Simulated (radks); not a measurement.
Problem. The table gives one normalised radial function P(r) = r R(r) of Ru1.1+ in [Kr] 4d(up 5, down 1.9) (r in bohr). Method: scalar-relativistic Kohn-Sham, PBE, spin-polarised, spherical densities, finite nucleus; Fermi nuclear charge, rms radius 4.4809 fm; computed with a radial shooting solver on a logarithmic mesh with Libxc functionals.

r,P
0.001312,0.0496
0.001503,0.0560
0.001722,0.0630
0.001973,0.0708
0.002261,0.0795
0.00259,0.0890
0.002967,0.0995
0.003399,0.1108
0.003895,0.1231
0.004462,0.1363
0.005112,0.1502
0.005857,0.1646
0.00671,0.1795
0.007688,0.1943
0.008808,0.2086
0.01001,0.2211
0.01147,0.2325
0.01314,0.2411
0.01505,0.2456
0.01725,0.2447
0.01976,0.2368
0.02264,0.2203
0.02594,0.1937
0.02971,0.1555
0.03404,0.1050
0.039,0.0421
0.04468,-0.0321
0.05119,-0.1147
0.05865,-0.2007
0.0672,-0.2830
0.07699,-0.3522
0.0882,-0.3974
0.1011,-0.4068
0.1158,-0.3706
0.1326,-0.2825
0.152,-0.1436
0.1741,0.0362
0.1995,0.2361
0.2285,0.4258
0.2618,0.5690
0.3,0.6303
0.3437,0.5833
0.3937,0.4190
0.4511,0.1507
0.5168,-0.1853
0.5921,-0.5362
0.6783,-0.8441
0.771,-1.0501
0.8833,-1.1499
1.012,-1.1219
1.159,-0.9889
1.328,-0.7925
1.522,-0.5785
1.743,-0.3841
1.997,-0.2309
2.288,-0.1247
2.622,-0.0599
3.004,-0.0253
3.441,-0.0092
3.943,-0.0029
4.517,-0.0007
5.175,-0.0002
5.929,0.0000

Which n and l does it have? It may be an empty orbital.

Solution. n = 4, l = 0: the number of nodes gives n - l - 1 = 3, the rise at small r (about r^(l+1), flatter next to the nucleus through relativity) gives l, and the extent must fit the shell. The curve is that of 4s up; the table hardly tells the two spins apart. 4s up: eigenvalue -85.709 eV, 3 radial nodes at r = 0.0422, 0.170, 0.481 bohr, <r> = 1.02 bohr, 90 % of the charge inside 1.49 bohr.
